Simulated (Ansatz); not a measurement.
Isolated molecules relaxed with PBE0-D4/def2-TZVP in Ansatz; ΔE leaves out vibrations. CCSD(T)/CBS is the MP2 limit (def2-TZVPP, def2-QZVPP) plus CCSD(T) − MP2 in def2-TZVPP, frozen cores. This one scheme is used for every species. Functionals use def2-TZVPP. Elements past krypton have def2 core potentials. For Cd outer-core shells are correlated without core-valence functions, which leaves a few kJ/mol of doubt a bond. One conformer a species, not always the lowest.

Consider the ligand exchange at a Cd–Cl bond: `[Cl][Cd][Cl]` + CH₃SH → `C[S][Cd][Cl]` + HCl.

CCSD(T)/CBS gives +8.8 kcal/mol.

Another level gave +9.5 kcal/mol. Which?
A. r2SCAN0/def2-TZVPP
B. RPA@PBE/def2-TZVPP
C. LDA (SPW92)/def2-TZVPP
D. BLYP-D4/def2-TZVPP

A. r2SCAN0 9.5, BLYP-D4 7.1, RPA@PBE/def2-TZVPP 8.3, LDA (SPW92) 6.1 kcal/mol.

Largest T1 diagnostic among the species: 0.013.

From PBE to PBE0 (25 % exact exchange), in def2-TZVPP and without D4, ΔE moves by +1.4 kcal/mol. Leaving LDA and LC-ωPBE aside and taking each functional with its dispersion term where it has one, the values, not all of them listed here, spread over 3.6 kcal/mol, from revPBE-D4 to BHLYP-D4. LDA lies −1.4 kcal/mol from PBE without D4. In def2-TZVPP, CCSD(T) changes the Hartree–Fock value by −6.3 kcal/mol (the triples alone add −1.0 kcal/mol) and MP2 by −7.7 kcal/mol.
